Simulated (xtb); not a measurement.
xtb input:

```bash
xtb mol.xyz --gfn 1 --sp --chrg 1 --uhf 0
```
mol.xyz:
```
2

Sn    -0.00000000    -0.00000000    -0.03464737
H      0.00000000     0.00000000     1.73236848
```

Question: Predict the final energy.

Answer: -2.51106 Eh (GFN1-xTB).
